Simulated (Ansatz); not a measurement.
Ge(iPr)2Cl2 (C₆H₁₄Cl₂Ge). Charge 0, multiplicity 3. Geometry PBE-D4/def2-SVP, that of the neutral singlet.

Cartesian coordinates in Å:
```
Ge 0.5391 -0.0046 0.6064
C 0.3392 -1.5833 -0.5692
C -1.1251 -2.0414 -0.5544
C 1.3225 -2.6867 -0.1681
H 0.6028 -1.2009 -1.5808
H -1.8208 -1.2491 -0.9007
H -1.4392 -2.3453 0.4658
H -1.2655 -2.9192 -1.2205
H 1.2309 -3.5579 -0.8508
H 2.3715 -2.3310 -0.2034
H 1.1214 -3.0418 0.8637
C -0.5930 1.5845 0.2786
C -0.3957 2.0587 -1.1670
C -0.3125 2.6742 1.3167
H -1.6307 1.2045 0.4105
H -0.6516 1.2745 -1.9095
H 0.6555 2.3650 -1.3477
H -1.0399 2.9383 -1.3797
H -0.9775 3.5486 1.1536
H -0.4753 2.3059 2.3490
H 0.7364 3.0288 1.2466
Cl 2.6298 0.6628 0.4959
Cl 0.1778 -0.6844 2.6648
```

At PBE0-D4/def2-TZVP a singlet of charge 0 lies 5.91 eV below the triplet at the same geometry.

(1) Estimate the α-spin orbital energies around the gap (eV) in Ansatz with PBE-D4/def2-TZVP, r2SCAN-D4/def2-TZVP, PBE0-D4/def2-TZVP.

Results:

(1) 
```tsv
orbital	PBE-D4/def2-TZVP	r2SCAN-D4/def2-TZVP	PBE0-D4/def2-TZVP
HOMO−5	-7.97	-8.31	-9.36
HOMO−4	-7.39	-7.66	-8.64
HOMO−3	-7.26	-7.55	-8.54
HOMO−2	-7.00	-7.35	-8.36
HOMO−1	-6.96	-7.21	-8.21
HOMO	-1.15	-1.17	-1.81
LUMO	-0.33	-0.02	0.39
LUMO+1	-0.30	0.04	0.52
LUMO+2	0.27	0.70	1.07
LUMO+3	0.56	1.05	1.30
LUMO+4	0.89	1.49	1.67
LUMO+5	1.26	1.84	2.08
β HOMO	-6.78	-6.98	-7.98
β LUMO	-6.38	-6.42	-6.00
```
